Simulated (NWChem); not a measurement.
System: C₂H₅FOSi; SMILES O=C[SiH2]CF

Here is an NWChem input.

```
start job
memory heap 200 mb stack 900 mb global 1100 mb
geometry units angstroms noautosym nocenter noautoz
  O     -0.408662    -2.548249     0.186348
  C     -0.606643    -1.347993     0.191046
  Si     0.853057    -0.080714     0.120143
  C      0.179323     1.590506    -0.508410
  F     -0.917048     1.911137     0.311961
  H     -1.652172    -0.958733     0.253391
  H      1.370830     0.090825     1.502623
  H      1.923376    -0.609638    -0.765553
  H     -0.171240     1.543069    -1.547732
  H      0.913533     2.403383    -0.442214
end
basis spherical
  * library 6-31g*
end
dft
  xc b3lyp
  iterations 150
end
property
  shielding
end
task dft property
```

The geometry was optimised at B3LYP/6-31G* (spherical d).

GIAO values for the isolated, static molecule; σ is the absolute isotropic shielding, δ = σ(reference) − σ with the isolated reference molecule computed at the same levels (13C: tetramethylsilane, 19F: trichlorofluoromethane, 1H: tetramethylsilane, 17O: water).

Atoms are numbered as in the input.

Problem. Give the results of this calculation. (B3LYP/6-31G* (spherical d), GIAO.) Quantities: δ O1 (ppm); δ C2 (ppm); δ C4 (ppm); δ F5 (ppm); δ H6 (ppm); δ H8 (ppm); δ H10 (ppm).

Solution. 
```json
{
 "δ O1 (ppm)": "857.2",
 "δ C2 (ppm)": "224.9",
 "δ C4 (ppm)": "72.0",
 "δ F5 (ppm)": "-281.4",
 "δ H6 (ppm)": "12.34",
 "δ H8 (ppm)": "3.96",
 "δ H10 (ppm)": "4.80"
}
```
